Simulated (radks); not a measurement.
Q: Species: W51+. Configuration: [Ar] 3d5 (the NIST ground configuration). All-electron calculation, scalar-relativistic Kohn-Sham, BLYP, spin-polarised, spherical densities, finite nucleus; open shells are filled with parallel spins first (spin-orbit coupling, left out, can overturn this in heavy ions); Fermi nuclear charge, rms radius 5.3658 fm. Program: a radial shooting solver on a logarithmic mesh with Libxc functionals. Some entries of the table are withheld. Estimate them.

| orbital | occ. | eigenvalue (hartree) | <1/r> (bohr^-1) |
|---|---|---|---|
| 1s up | 1 | -2670.779 | 87.06 |
| 1s down | 1 | -2670.767 | 87.06 |
| 2s up | 1 | -555.9838 | 20.45 |
| 2s down | 1 | -555.0789 | 20.48 |
| 2p up | 3 | (1) | 18.53 |
| 2p down | 3 | (2) | 18.55 |
| 3s up | 1 | -205.2428 | 7.958 |
| 3s down | 1 | -204.2208 | 7.930 |
| 3p up | 3 | -188.9604 | (3) |
| 3p down | 3 | -187.9245 | (4) |
| 3d up | 5 | (5) | 6.990 |
| 3d down | 0 | (6) | 6.973 |

A: 
(1) 2p up eigenvalue (hartree): -501.2234
(2) 2p down eigenvalue (hartree): -500.5033
(3) 3p up <1/r> (bohr^-1): 7.390
(4) 3p down <1/r> (bohr^-1): 7.363
(5) 3d up eigenvalue (hartree): -172.4576
(6) 3d down eigenvalue (hartree): -171.1557
